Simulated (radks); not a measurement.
The numbers below are computed, except where a source is named.
Question: All-electron atom: the neodymium ion Nd2+ in [Kr] 4d10 4f4 5s2 5p5 6p1 (not the ground configuration). Level of theory: Dirac Kohn-Sham, PBE, spin-unpolarised, spherical densities, point nucleus; open shells fill j = l - 1/2 first (a radial shooting solver on a logarithmic mesh with Libxc functionals).

Spin-orbit splittings of the eigenvalues, e(l+1/2) - e(l-1/2), with zeta = 2 splitting/(2l+1) and mean radii in bohr:

| shell | occ. | splitting (eV) | zeta (eV) | <r> j=l-1/2 | <r> j=l+1/2 |
|---|---|---|---|---|---|
| 2p | 6 | 520.1 | 346.7 | 0.08422 | 0.09063 |
| 3p | 6 | 103.8 | 69.22 | 0.2556 | 0.2681 |
| 3d | 10 | 22.45 | 8.979 | 0.2394 | 0.2433 |
| 4p | 6 | 22.48 | 14.98 | 0.6240 | 0.6523 |
| 4d | 10 | 3.968 | 1.587 | 0.7018 | 0.7120 |
| 4f | 4 | 0.4211 | 0.1203 | 1.035 | 1.048 |
| 5p | 5 | 3.217 | 2.144 | 1.623 | 1.703 |
| 6p | 1 | ? | ? | 4.125 | 4.274 |

Estimate the 6p splitting.

Answer: 0.4859 eV (zeta = 0.3239 eV).
